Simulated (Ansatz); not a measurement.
CH8N3NbO (`C[O][Nb](=[NH])([NH2])[NH2]`), relaxed with RKS PBE0-D4/def2-TZVP in Ansatz from a PBE-D4/def2-SVP geometry. The force threshold is 0.005 eV/Å; the program also tests the step.

Total charge 0; spin multiplicity 1. Nb: def2 effective core potential.

Start:

```xyz
14

C    -0.512   -2.496    0.397
O    -0.388   -1.108    0.495
Nb    0.149    0.594   -0.194
N     0.798    0.585   -1.840
N     1.619    1.322    0.947
N    -1.440    1.805   -0.252
H    -1.539   -2.818    0.688
H     0.209   -3.007    1.077
H    -0.320   -2.856   -0.640
H     1.148    0.417   -2.788
H     2.512    1.705    0.626
H     1.540    1.462    1.961
H    -2.033    2.007    0.561
H    -1.742    2.386   -1.039
```

```tsv
step	energy (eV)	largest force (eV/Å)	largest move (Å)
1	-9233.1948	0.637	0.000
2	-9233.2573	0.293	0.045
3	-9233.2622	0.048	0.018
4	-9233.2626	0.026	0.009
5	-9233.2629	0.020	0.019
6	-9233.2631	0.034	0.015
7	-9233.2632	0.020	0.015
8	-9233.2633	0.010	0.016
9	-9233.2633	0.009	0.009
10	-9233.2634	0.007	0.007
11	-9233.2634	0.010	0.019
12	-9233.2635	0.013	0.019
13	-9233.2635	0.018	0.017
14	-9233.2635	0.019	0.014
15	-9233.2635	0.013	0.004
16	-9233.2635	0.004	0.004
17	-9233.2635	0.003	0.005
```

End:

```xyz
14

C    -0.501   -2.463    0.372
O    -0.367   -1.088    0.544
Nb    0.146    0.595   -0.157
N     0.759    0.530   -1.797
N     1.628    1.338    0.940
N    -1.442    1.789   -0.224
H    -1.548   -2.759    0.505
H     0.104   -2.996    1.113
H    -0.178   -2.773   -0.628
H     1.088    0.355   -2.733
H     2.508    1.676    0.585
H     1.581    1.482    1.939
H    -2.023    2.011    0.572
H    -1.756    2.303   -1.032
```

Hardware: 4 threads of an AMD EPYC 7R43 on a shared host. Wall time 85 s, peak host memory 0.76 GiB.
